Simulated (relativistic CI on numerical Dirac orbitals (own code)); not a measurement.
Energy levels of Lu XLVI

Computed by Dirac-Coulomb-Breit CI, orbitals from a KLI potential per configuration, model QED, unscaled Slater integrals (own radial code, finite nucleus).

CI space (outside the closed core [Ne]): 3s2.3p6.3d8, 3s2.3p5.3d9, 3s2.3p4.3d10, 3s.3p6.3d9, 3p6.3d10, 3s.3p5.3d10, 3s2.3p6.3d7.4s, 3s2.3p6.3d7.4p, 3s2.3p4.3d9.4s, 3s2.3p6.3d7.4d, 3s2.3p4.3d9.4p, 3s2.3p5.3d8.4s, 3s2.3p6.3d7.4f, 3s2.3p4.3d9.4d, 3s.3p5.3d9.4s, 3s2.3p5.3d8.4p, 3s.3p5.3d9.4p, 3s2.3p6.3d6.4s2, 3s2.3p5.3d8.4d, 3s.3p5.3d9.4d, 3s.3p6.3d8.4s, 3p6.3d9.4s, 3s2.3p6.3d6.4s.4p, 3s2.3p5.3d8.4f, 3s2.3p6.3d7.5s, 3p6.3d9.4p, 3s.3p6.3d8.4p, 3s2.3p6.3d6.4p2, 3s2.3p6.3d6.4s.4d, 3s2.3p6.3d7.5p, 3s2.3p5.3d7.4s2, 3s2.3p6.3d7.5d, 3p6.3d9.4d, 3s2.3p6.3d6.4p.4d, 3s.3p6.3d8.4d, 3s2.3p6.3d7.5f. Levels of other configurations are missing.

The lowest level is 3s2.3p6.3d8 3F_4, with 88 % of that term; Hund's rules for 3s2.3p6.3d8 give 3F with J = 4, in agreement.

| No. | Configuration | Term | J | E (eV) | % | Next component (%) | Landé g |
| --- | --- | --- | --- | --- | --- | --- | --- |
| 1 | 3s2.3p6.3d8 | 3F | 4 | 0.00 | 88 | 12 1G | 1.210 |
| 2 | 3s2.3p6.3d8 | 1D | 2 | 8.61 | 49 | 41 3P | 1.163 |
| 3 | 3s2.3p6.3d8 | 3P | 0 | 27.00 | 53 | 47 1S |  |
| 4 | 3s2.3p6.3d8 | 3F | 3 | 52.96 | 100 |  | 1.073 |
| 5 | 3s2.3p6.3d8 | 3P | 2 | 61.92 | 52 | 32 3F | 1.141 |
| 6 | 3s2.3p6.3d8 | 3P | 1 | 66.93 | 100 |  | 1.491 |
| 7 | 3s2.3p6.3d8 | 1G | 4 | 67.38 | 88 | 12 3F | 1.020 |
| 8 | 3s2.3p6.3d8 | 3F | 2 | 112.66 | 58 | 34 1D | 0.832 |
| 9 | 3s2.3p6.3d8 | 1S | 0 | 136.19 | 53 | 47 3P |  |
| 10 | 3s2.3p5.3d9 | 3F° | 4 | 395.99 | 100 |  | 1.240 |
| 11 | 3s2.3p5.3d9 | 1D° | 2 | 404.97 | 55 | 35 3P° | 1.156 |
| 12 | 3s2.3p5.3d9 | 3D° | 3 | 419.82 | 78 | 13 1F° | 1.259 |
| 13 | 3s2.3p5.3d9 | 1P° | 1 | 430.47 | 50 | 43 3P° | 1.172 |
| 14 | 3s2.3p5.3d9 | 3D° | 2 | 463.75 | 55 | 18 3F° | 1.089 |
| 15 | 3s2.3p5.3d9 | 3P° | 0 | 470.45 | 100 |  |  |
| 16 | 3s2.3p5.3d9 | 3D° | 1 | 472.55 | 47 | 41 3P° | 0.963 |
| 17 | 3s2.3p5.3d9 | 3F° | 3 | 472.96 | 56 | 44 1F° | 1.036 |
| 18 | 3s2.3p5.3d9 | 3P° | 2 | 667.04 | 49 | 37 3D° | 1.288 |
| 19 | 3s2.3p5.3d9 | 1F° | 3 | 675.02 | 44 | 35 3F° | 1.091 |
| 20 | 3s2.3p5.3d9 | 3F° | 2 | 706.23 | 74 | 20 1D° | 0.759 |
| 21 | 3s2.3p5.3d9 | 3D° | 1 | 736.08 | 47 | 37 1P° | 0.835 |
| 22 | 3s2.3p4.3d10 | 3P | 2 | 818.83 | 64 | 32 1D | 1.311 |
| 23 | 3s2.3p4.3d10 | 1S | 0 | 841.58 | 63 | 36 3P |  |
| 24 | 3s.3p6.3d9 | 3D | 3 | 882.15 | 100 |  | 1.323 |
| 25 | 3s.3p6.3d9 | 3D | 2 | 893.24 | 57 | 39 1D | 1.105 |
| 26 | 3s.3p6.3d9 | 3D | 1 | 937.81 | 100 |  | 0.489 |
| 27 | 3s.3p6.3d9 | 1D | 2 | 945.55 | 53 | 42 3D | 1.077 |
| 28 | 3s2.3p4.3d10 | 3P | 1 | 1072.96 | 100 |  | 1.491 |
| 29 | 3s2.3p4.3d10 | 1D | 2 | 1087.89 | 68 | 29 3P | 1.132 |
| 30 | 3s.3p5.3d10 | 3P° | 2 | 1281.02 | 100 |  | 1.489 |

Energies count from the lowest computed level; ° marks odd parity.

The mean weight of the leading LS term, summed over parents, in these 30 levels is 70 %, and that of the leading jj configuration (from the same eigenvectors) 98 %, so jj coupling describes them better and the LS labels are nominal.

At this charge energies of transitions that change n are usually good to better than 1 %, and those within a shell (Δn = 0) to a few per cent.

LS names give the leading component of a level, which can be under half, so a name can repeat, a term be missing and a line seem to break the LS rules.
